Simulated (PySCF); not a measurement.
## Bond length, frequency and bond energy of RbB⁻ by level of theory

State: doublet, unpaired electrons π ↑. Set-up: Rb def2-SVPD with ECP28, B def2-SVPD; scalar-relativistic core potentials (PySCF 2.14). De refers to Rb⁻ + B in their high-spin ground configurations, without counterpoise correction. The functionals are run spin-unrestricted. A positive dipole points towards B; it is taken about the centre of mass and depends on that origin. Levels whose curve was spin-contaminated or gave no clean fit are not listed.

```
       Level  Re (Å)  ωe (cm⁻¹)  De (eV)  μ (D)
    ROHF-MP2   3.421        132      n/a    n/a
ROHF-SCS-MP2   3.467        122      n/a    n/a
   ROHF-CCSD   3.238        193     0.58    n/a
ROHF-CCSD(T)   3.242        193     0.71    n/a
```

Correlated steps freeze 1 core orbital. Correlated levels converge slowly with the basis: in double zeta they bind strong bonds too weakly, by up to about 1 eV, and carry superposition errors of some tenths. Spin–orbit coupling is left out. For an ion De counts to the pair picked by the measured ionisation energies or electron affinities, which need not be the lowest pair at this level. The CCSD T1 diagnostic is raised, a sign that a single reference may not be enough here. The state was picked by a PBE0 search and need not be the measured ground state.
